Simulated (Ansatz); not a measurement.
Input file for Ansatz (an electronic-structure program): R-CCSD(T)/aug-cc-pV(D+d)Z on CH5FS (a complex), monomers drawn apart or pushed together. Files ending in .json are basis or fitting sets from the Basis Set Exchange.

Ansatz 0.2 input:
```yaml
crystal:
  periodic: [false, false, false]
  atoms:
    - {symbol: F, position_ang: [0.31125763, 0.51762906, -0.58608291]}
    - {symbol: H, position_ang: [0.47660562, 0.05954985, 0.22383835]}
    - {symbol: C, position_ang: [0.21546711, 1.21237106, 2.59810711]}
    - {symbol: S, position_ang: [0.61283932, -0.49515423, 2.09025473]}
    - {symbol: H, position_ang: [-0.15170030, 1.23329332, 3.62102429]}
    - {symbol: H, position_ang: [1.14989908, 1.76698882, 2.54102306]}
    - {symbol: H, position_ang: [-0.50412398, 1.65921569, 1.91711901]}
    - {symbol: H, position_ang: [-0.63421305, -0.99054545, 2.15742297]}
basis:
  gaussian:
    orbitals: aug-cc-pV_D+d_Z.json
magnetization: {spin_polarized: false}
correlation: {method: ccsd_t, electrons: outside_noble_gas}
scf: {lower_state_search: off}
```

Predict the final total energy.

-538.3578 hartree (reference determinant -537.7700, T1 diagnostic 0.011).

How many basis functions does it have, and what does it roughly cost on one machine?

123 functions; roughly 17 core-seconds.
